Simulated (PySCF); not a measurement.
Sn(H)2(NH2)(NMe2) (C₂H₁₀N₂Sn), SMILES [SnH2]([N](C)C)[NH2].

The structure is a stationary point at r2SCAN-D4/def2-SVP. The def2 effective core potentials stand for the cores of Sn; spin–orbit coupling is left out. Other conformers were not sampled.

Two levels are set side by side: PBE/def2-TZVP (PySCF) and HF/def2-TZVP (PySCF). Same geometry, gas phase. Differences are taken from unrounded values.

```csv
quantity,PBE
orbital gap (eV),3.76
highest occupied level (eV),-4.62
lowest empty level (eV),-0.86
dipole moment (D),1.05
mean polarisability (bohr³),86.9
```

These are the PBE values. What does HF give? (Estimate from the structure and the level; the computed values follow.)


```
quantity                        HF  PBE minus HF
---------------------------  -----  ------------
orbital gap (eV)             11.44         -7.68
highest occupied level (eV)  -9.11          4.49
lowest empty level (eV)       2.33         -3.19
dipole moment (D)             1.36         -0.32
mean polarisability (bohr³)   75.2          11.7
```

PBE's occupied levels lie high since its potential decays too fast outside the molecule; exact exchange lowers them and widens the gap. Loosely held outer electrons make PBE densities more polarisable. Differences between two approximate levels are no errors against the true value.

Rough cost on one machine, each run with all the roots and properties that it gave: HF against PBE about 1/3.
